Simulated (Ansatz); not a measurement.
Reaction (redistribution): `SB[O][AlH][Cl]` + `CC(C)B(O)O` → `OB(O)BS` + `CC(C)[O][AlH][Cl]`

Calculated with Ansatz (gas phase, PBE0-D4/def2-TZVP geometries, no zero-point term in ΔE). CCSD(T)/CBS is the MP2 limit (def2-TZVPP, def2-QZVPP) plus CCSD(T) − MP2 in def2-TZVPP, frozen cores. DFT in def2-TZVPP. One conformer a species, not always the lowest.

```tsv
level	ΔE (eV)
PBE	1.95
PBE0	2.04
CCSD(T)/def2-TZVPP	2.08
HF/CBS(def2)	2.23
```

Task: What does CCSD(T)/CBS give? (Best estimate.)

Result: Computed: +2.09 eV. The listed levels differ from it by -0.14, -0.05, -0.01, 0.14 eV.

Largest T1 diagnostic among the species: 0.015.

In def2-TZVPP, CCSD(T) changes the Hartree–Fock value by −0.14 eV (the triples alone add −0.03 eV) and MP2 by −0.05 eV. From PBE to PBE0 (25 % exact exchange), in def2-TZVPP and without D4, ΔE moves by +0.10 eV.
